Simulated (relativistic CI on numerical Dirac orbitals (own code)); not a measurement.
**Line list: Electric-dipole lines, S5+**

Calculated at this level of theory: Dirac-Coulomb-Breit CI, orbitals from a KLI potential per configuration, model QED, valence Slater integrals scaled by 0.9, configuration energies shifted to the measured levels that pair with them (semi-empirical) (own radial code, finite nucleus).

Configurations in the expansion (outside the closed core [Ne]): 3s, 3p, 3d, 4s, 4p, 4d, 5s, 5p, 5d, 6s, 6p, 6d, 7s, 7p, 8s, 8p, 9p, 4f, 5f. Levels of other configurations are missing.

```tsv
λ vac (nm)	Lower	Upper	A (s⁻¹)	log gf	S velocity/length
22.783	3p 2P°_3/2 [3]	5d 2D_5/2 [17]	2.32e+09	-0.96	1.11
28.909	3p 2P°_1/2 [2]	4d 2D_3/2 [9]	1.98e+09	-1.00	1.13
29.012	3p 2P°_3/2 [3]	4d 2D_5/2 [10]	2.44e+09	-0.73	1.13
38.895	3p 2P°_1/2 [2]	4s 2S_1/2 [6]	4.14e+09	-0.73	1.03
39.083	3p 2P°_3/2 [3]	4s 2S_1/2 [6]	8.33e+09	-0.42	1.03
64.861	3d 2D_5/2 [5]	4p 2P°_3/2 [8]	2.38e+09	-0.22	1.08
65.043	3d 2D_3/2 [4]	4p 2P°_1/2 [7]	2.66e+09	-0.47	1.07
70.649	3p 2P°_1/2 [2]	3d 2D_3/2 [4]	4.42e+09	0.12	1.00
71.265	3p 2P°_3/2 [3]	3d 2D_5/2 [5]	5.18e+09	0.37	1.00
71.272	3p 2P°_3/2 [3]	3d 2D_3/2 [4]	8.62e+08	-0.58	1.00
93.350	3s 2S_1/2 [1]	3p 2P°_3/2 [3]	1.76e+09	-0.04	0.96
94.440	3s 2S_1/2 [1]	3p 2P°_1/2 [2]	1.70e+09	-0.34	0.96
97.157	4p 2P°_1/2 [7]	5s 2S_1/2 [13]	1.21e+09	-0.47	0.99
97.578	4p 2P°_3/2 [8]	5s 2S_1/2 [13]	2.43e+09	-0.16	0.99
141.97	4d 2D_5/2 [10]	5p 2P°_3/2 [15]	1.07e+09	0.11	0.98
142.39	4d 2D_3/2 [9]	5p 2P°_1/2 [14]	1.20e+09	-0.14	0.98
193.41	5p 2P°_1/2 [14]	6s 2S_1/2 [20]	4.41e+08	-0.31	0.98
194.20	5p 2P°_3/2 [15]	6s 2S_1/2 [20]	8.86e+08	0.00	0.98
197.52	4p 2P°_1/2 [7]	4d 2D_3/2 [9]	8.36e+08	0.29	1.00
199.25	4p 2P°_3/2 [8]	4d 2D_5/2 [10]	9.80e+08	0.54	1.00
199.27	4p 2P°_3/2 [8]	4d 2D_3/2 [9]	1.63e+08	-0.41	1.00
258.86	4s 2S_1/2 [6]	4p 2P°_3/2 [8]	3.31e+08	0.12	1.00
261.87	4s 2S_1/2 [6]	4p 2P°_1/2 [7]	3.20e+08	-0.18	1.00
265.84	5d 2D_5/2 [17]	6p 2P°_3/2 [22]	4.73e+08	0.30	0.97
266.65	5d 2D_3/2 [16]	6p 2P°_1/2 [21]	5.27e+08	0.05	0.97
337.33	6p 2P°_1/2 [21]	7s 2S_1/2 [25]	1.89e+08	-0.19	0.98
338.66	6p 2P°_3/2 [22]	7s 2S_1/2 [25]	3.79e+08	0.12	0.98
416.36	5p 2P°_1/2 [14]	5d 2D_3/2 [16]	2.44e+08	0.40	1.00
419.99	5p 2P°_3/2 [15]	5d 2D_5/2 [17]	2.87e+08	0.66	1.00
420.04	5p 2P°_3/2 [15]	5d 2D_3/2 [16]	4.77e+07	-0.30	1.00
447.26	6d 2D_5/2 [24]	7p 2P°_3/2 [27]	2.25e+08	0.43	0.99
448.66	6d 2D_3/2 [23]	7p 2P°_1/2 [26]	2.50e+08	0.18	0.99
538.67	7p 2P°_1/2 [26]	8s 2S_1/2 [28]	9.11e+07	-0.10	0.98
540.76	7p 2P°_3/2 [27]	8s 2S_1/2 [28]	1.83e+08	0.20	0.99
551.21	5s 2S_1/2 [13]	5p 2P°_3/2 [15]	9.52e+07	0.24	1.01
557.66	5s 2S_1/2 [13]	5p 2P°_1/2 [14]	9.20e+07	-0.07	1.00
751.79	6p 2P°_1/2 [21]	6d 2D_3/2 [23]	9.14e+07	0.49	1.00
758.31	6p 2P°_3/2 [22]	6d 2D_5/2 [24]	1.07e+08	0.74	1.00
758.43	6p 2P°_3/2 [22]	6d 2D_3/2 [23]	1.79e+07	-0.21	1.00
1006.7	6s 2S_1/2 [20]	6p 2P°_3/2 [22]	3.51e+07	0.33	1.01
1018.7	6s 2S_1/2 [20]	6p 2P°_1/2 [21]	3.39e+07	0.02	1.01
1661.8	7s 2S_1/2 [25]	7p 2P°_3/2 [27]	1.52e+07	0.40	1.01
1681.8	7s 2S_1/2 [25]	7p 2P°_1/2 [26]	1.47e+07	0.10	1.00
2551.0	8s 2S_1/2 [28]	8p 2P°_3/2 [30]	7.47e+06	0.46	1.00
2582.0	8s 2S_1/2 [28]	8p 2P°_1/2 [29]	7.21e+06	0.16	1.00
```

Terms are leading LS components. Brackets give the number of a level in order of energy, since labels repeat. The list gives strong lines, with weight on those to low levels, without configurations that were not tied to measured data. Levels whose partners in the same complex of configurations lie outside the list can be far off, and so can their lines. Rates are taken at the computed energies, electric ones in the length gauge. A velocity-to-length ratio far from 1 marks an uncertain rate.

Configurations whose levels could be paired with our table of measured levels were shifted onto them, all but the ground configuration, by the median error of their levels; single terms can still be off by 1,000 to 2,000 cm⁻¹ or more, and rates follow the energies as ν³ (E1, M1) or ν⁵ (E2). The others borrow a shift and can be off by several thousand cm⁻¹ or more. 27 of the 27 excited levels that our extract of the measured tables holds in this range could be paired (the sources list more); they are missed by 4 cm⁻¹ on average and 14 at most, after the shifts were fitted to these levels, and levels without a partner can miss by more.
